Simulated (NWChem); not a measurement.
Molecule: C$_{2}$H$_{2}$Cl$_{2}$Si; SMILES C#C[SiH](Cl)Cl

All runs: NWChem. Coordinates come from a PBE0/def2-SVP optimisation. B3LYP is NWChem's, with the RPA form of VWN correlation. Static field.

```csv
level,isotropic polarisability (bohr³),anisotropy (bohr³)
PBE/def2-SVPD,76.8,28.3
B3LYP/def2-SVPD,[?],[?]
Hartree-Fock/def2-SVPD,69.3,24.3
```

Question: Complete the blanks.

Answer: 
- B3LYP/def2-SVPD, isotropic polarisability (bohr³): 74.6
- B3LYP/def2-SVPD, anisotropy (bohr³): 26.9
